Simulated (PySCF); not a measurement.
# Polarisability and C₆ of Zn²⁺ (zinc, charge +2)

[Ar] 3d10, closed-shell 1S. Calculation: PySCF 2.14, in aug-cc-pVQZ-DK; the spin-free X2C one-electron Hamiltonian (Gaussian nucleus). Coupled (time-dependent) response in atomic units; α is the mean over directions.

| method | mean α (bohr³) | C₆ (like pair) | S(−4) |
| --- | --- | --- | --- |
| UHF | 2.289 | 5.982 | 2.053 |
| PBE | 2.997 | 8.107 | 4.487 |
| PBE0 | 2.753 | 7.371 | 3.500 |

S(−4) is the Cauchy moment in α(ω) = α(0) + S(−4) ω² + …

α(iu) at PBE:

```
u (hartree)  α(iu) (bohr³)
          0          2.997
     0.0500          2.986
      0.100          2.953
      0.200          2.834
      0.300          2.669
      0.500          2.305
      0.750          1.914
       1.00          1.614
       1.50          1.203
       2.00         0.9390
       3.00         0.6260
       5.00         0.3408
```

A single London oscillator, α(iu) = α/(1 + u²/ω²), gives C₆ = (3/4) ω α². Matching the computed C₆ needs ω = 4 × 8.107 / (3 × 2.997²) = 1.20 hartree.

For an ion, C₆ is the dispersion term alone; charge-induced terms of lower order in 1/R come first.
